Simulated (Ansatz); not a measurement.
Consider the redistribution: `CN[SiH](F)OC` + `[CH3][InH2]` → `CO[SiH2]F` + `C[NH][InH][CH3]`.

Isolated molecules relaxed with PBE0-D4/def2-TZVP in Ansatz; ΔE leaves out vibrations. CCSD(T)/CBS is the MP2 limit (def2-TZVPP, def2-QZVPP) plus CCSD(T) − MP2 in def2-TZVPP, frozen cores. DFT in def2-TZVPP. B3LYP here is the variant with VWN-RPA as its local correlation; programs differ in this. def2 core potentials past Kr. For In outer-core shells are correlated without core-valence functions, which leaves a few kJ/mol of doubt a bond. Each species was taken in one conformer, which may not be the lowest.

```json
{"level": "B3LYP-D4", "ΔE (kcal/mol)": "13.6"}
{"level": "ωB97X-V", "ΔE (kcal/mol)": "14.0"}
{"level": "B3LYP", "ΔE (kcal/mol)": "12.2"}
{"level": "CCSD(T)/def2-TZVPP", "ΔE (kcal/mol)": "12.3"}
```

**Question.** What does CCSD(T)/CBS give? (An estimate is asked.)

**Answer.** The calculation gave: +11.2 kcal/mol. The listed levels differ from it by 2.4, 2.8, 1.0, 1.1 kcal/mol.

Largest T1 diagnostic among the species: 0.015.

In def2-TZVPP, CCSD(T) changes the Hartree–Fock value by −4.0 kcal/mol (the triples alone add −0.9 kcal/mol) and MP2 by −5.0 kcal/mol. The D4 term adds +1.4 kcal/mol with B3LYP and +0.8 kcal/mol with PBE0; it sums over pairs of atoms, weighted by their polarisabilities, and B3LYP, whose exchange is more repulsive, gets the larger term. From PBE to PBE0 (25 % exact exchange), in def2-TZVPP and without D4, ΔE moves by +2.4 kcal/mol.
